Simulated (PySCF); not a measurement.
## Worked example: chemical shift, span and skew from a shielding tensor

Si(OMe)2 (C2H6O2Si), SMILES CO[Si]OC (connectivity only; charge and spin as stated), neutral, multiplicity 1. Atoms are numbered in the order given.

```xyz
11

Si    -1.0186    -0.0418     0.0000
O      0.4094    -0.9360     0.0000
C      0.5116    -2.3411     0.0000
H      1.0652    -2.6793    -0.8922
H      1.0652    -2.6793     0.8922
H     -0.4769    -2.8391     0.0000
O     -0.3964     1.4979     0.0000
C      0.9310     1.9885     0.0000
H      1.0894     2.6169    -0.8922
H      1.0894     2.6169     0.8922
H      1.6675     1.1697     0.0000
```

Geometry: B3LYP-D3(BJ)/def2-SVP. One conformer was computed; it need not be the lowest.

GIAO shieldings from PBE0/pcSseg-1 run with PySCF, non-relativistic, no solvent. The symmetric part of the tensor of Si1 has the principal values 71.9, 318.6, 445.7 ppm. The same nucleus in TMS has σ = 352.7 ppm at this level (PySCF, at its B3LYP-D3(BJ)/def2-TZVP geometry).

Task: Work out the isotropic shielding, the ²⁹Si shift against TMS, the span and the skew.

Result: 
σ(iso) = (σ11 + σ22 + σ33)/3 = 278.7 ppm. δ = σ(ref) − σ(iso) = 352.7 − (278.7) = 74.0 ppm.
Span Ω = σ33 − σ11 = 373.8 ppm. Skew κ = 3(σ(iso) − σ22)/Ω = -0.32. Tumbling in solution averages the tensor to δ; in a static solid the shielding alone would spread this spin-1/2 line over Ω.
